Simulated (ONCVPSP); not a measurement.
## How hard is this antimony (Sb) ONCV potential?

* Element: antimony (Sb)
* Generator: ONCVPSP 4.0.1
* Type: optimised norm-conserving Vanderbilt (ONCV)
* Functional: PBE
* Relativity: fully relativistic
* Frozen core: [Ar] 3d10
* Valence charge: 23
* Reference configuration: 4s2 4p6 4d10 5s1 5p4
* Partial waves: 4s+5s: rc 1.25 bohr, ncon 4, nbas 7, qcut 7.7 1/bohr, 2 projectors; 4p+5p: rc 1.15 bohr, ncon 4, nbas 9, qcut 13.5 1/bohr, 2 projectors; 4d: rc 1.15 bohr, ncon 3, nbas 8, qcut 13.4 1/bohr, 2 projectors, debl 1.4 Ha
* Local potential: polynomial inside 1.15 bohr (lpopt 3, dvloc0 6 Ha)
* Core correction: Teter function, fcfact 2.75, rcfact 1.1

Open shells are filled in proportion to 2j + 1.

Task: For each optimised wave give the share of its norm inside rc, the residual kinetic energy above qcut (Ha) and the cutoffs (Ha) for errors of 10, 1, 0.1 and 0.01 mHa per electron.

Result:

```
               wave  norm inside rc  residual KE  10 mHa  1 mHa  0.1 mHa  0.01 mHa
                 4s           0.945      9.3e-04    22.2   29.9     75.2     108.2
                 5s           0.074      9.5e-04    20.6   29.6     79.6     104.6
           4p j=3/2           0.841      8.3e-08    44.6   58.4     69.2      77.5
           5p j=3/2           0.034      2.9e-08    16.8   47.9     62.1      72.8
           4p j=1/2           0.866      8.8e-08    43.6   58.1     69.1      77.5
           5p j=1/2           0.036      4.4e-08    17.4   48.2     62.8      73.6
           4d j=5/2           0.671      6.6e-09    39.2   50.4     60.2      68.7
d projector 2 j=5/2           0.019      5.0e-10    23.6   36.3     47.9      58.3
           4d j=3/2           0.683      7.6e-09    40.1   51.3     61.3      69.8
d projector 2 j=3/2           0.019      6.0e-10    24.1   37.0     48.8      59.3
```

The occupied waves need 58 Ha and 80 Ha for 1 and 0.1 mHa.
